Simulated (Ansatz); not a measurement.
The inner images of a band of Cl2FGeH + FH (7 atoms, charge 0, multiplicity 1) are given out of order.

The calculation used RKS B3LYP/def2-SVP (Ansatz 0.2.0).

Image 0:

```xyz
7
Properties=species:S:1:pos:R:3
Ge -0.144 -0.109 -0.051
Cl -0.321 -0.127 2.120
H 1.299 -0.011 -0.523
Cl -1.468 1.364 -0.861
F -0.776 -1.649 -0.537
F 1.361 2.184 1.115
H 0.971 1.807 1.874
```

Image 8:

```xyz
7
Properties=species:S:1:pos:R:3
Ge -0.157 0.434 -0.418
Cl 1.493 -0.030 2.885
H 1.250 -0.130 -0.546
Cl -0.903 1.344 -2.199
F -1.286 -0.765 0.089
F -0.222 1.646 0.831
H 0.747 0.957 2.495
```

Question: Put them in order from the first end to the last, with their energies above the first end.
A.
```xyz
7
Properties=species:S:1:pos:R:3
Ge 0.058 0.361 -0.155
Cl 0.730 -0.259 2.423
H 1.455 -0.116 -0.536
Cl -0.892 1.489 -1.698
F -1.091 -0.916 0.091
F 0.149 1.839 0.945
H 0.512 1.059 2.067
```
B.
```xyz
7
Properties=species:S:1:pos:R:3
Ge 0.064 0.253 -0.070
Cl 0.729 -0.315 2.288
H 1.439 -0.142 -0.591
Cl -0.900 1.493 -1.558
F -1.153 -0.968 0.083
F 0.231 1.891 1.071
H 0.511 1.246 1.914
```
C.
```xyz
7
Properties=species:S:1:pos:R:3
Ge 0.022 0.427 -0.267
Cl 0.840 -0.253 2.588
H 1.416 -0.118 -0.542
Cl -0.936 1.451 -1.869
F -1.086 -0.823 0.173
F 0.094 1.800 0.854
H 0.572 0.975 2.201
```
D.
```xyz
7
Properties=species:S:1:pos:R:3
Ge -0.043 -0.117 -0.058
Cl 0.072 -0.255 2.128
H 1.354 -0.265 -0.652
Cl -1.157 1.489 -0.929
F -1.013 -1.511 -0.396
F 0.966 2.321 1.152
H 0.744 1.796 1.893
```
E.
```xyz
7
Properties=species:S:1:pos:R:3
Ge -0.022 0.457 -0.361
Cl 1.003 -0.216 2.769
H 1.378 -0.097 -0.578
Cl -0.959 1.350 -2.055
F -1.100 -0.749 0.233
F 0.015 1.771 0.798
H 0.607 0.942 2.330
```
F.
```xyz
7
Properties=species:S:1:pos:R:3
Ge -0.086 0.465 -0.420
Cl 1.255 -0.146 2.898
H 1.327 -0.066 -0.615
Cl -0.967 1.312 -2.170
F -1.154 -0.747 0.178
F -0.104 1.720 0.792
H 0.650 0.919 2.473
```
G.
```xyz
7
Properties=species:S:1:pos:R:3
Ge 0.029 0.033 -0.028
Cl 0.442 -0.353 2.163
H 1.393 -0.240 -0.656
Cl -0.988 1.503 -1.245
F -1.137 -1.244 -0.136
F 0.556 2.156 1.136
H 0.627 1.602 1.904
```

Answer: D (+0.12 eV), G (+0.59 eV), B (+1.04 eV), A (+0.70 eV), C (+0.26 eV), E (+0.04 eV), F (-0.02 eV).

Run time: 9.7 min on 2 threads of Arm Neoverse V1, on a shared host, peak memory 0.26 GiB.
